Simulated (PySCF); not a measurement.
Scan of H3As, singlet: map of symmetric stretch and umbrella angle. Scanned: As-H bond length and angle between the As-H bonds and the threefold axis (90 = planar).

Computed with CCSD(T) on RHF/cc-pVDZ, 9 core orbitals frozen (PySCF).

Energy in kJ/mol above the lowest grid point; x is the As-H bond length (Å), y the angle between the As-H bonds and the threefold axis (90 = planar) (°).

```
y \ x   1.34   1.41   1.48   1.55   1.62   1.69   1.76   1.83   1.90
-----  -----  -----  -----  -----  -----  -----  -----  -----  -----
130    143.9   60.0   20.1   12.6   28.6   61.4  105.8  157.6  213.8
126    124.5   43.5    6.1    0.8   18.7   53.2   98.8  151.8  208.8
122    116.6   38.4    3.4    0.0   19.5   55.0  101.4  154.8  212.1
118    119.5   44.0   11.3    9.7   30.4   66.7  113.4  166.7  223.5
114    131.6   59.1   28.8   29.0   50.9   87.8  134.4  187.1  242.9
110    151.1   81.8   54.2   56.5   79.9  117.4  163.9  215.7  270.0
106    175.1  109.3   84.9   89.9  115.3  154.0  200.7  251.7  304.2
102    199.9  137.8  117.1  125.7  154.2  195.3  243.3  294.0  344.7
98     221.4  162.8  146.0  158.7  191.6  236.9  288.3  340.5  390.3
94     236.0  180.0  166.1  182.5  219.9  270.7  328.6  387.1  438.8
90     241.2  186.1  173.4  191.2  230.6  284.5  347.3  414.9  483.9
```

Points that lie below all their neighbours on the grid: x = 1.55, y = 122 (0.0 kJ/mol).
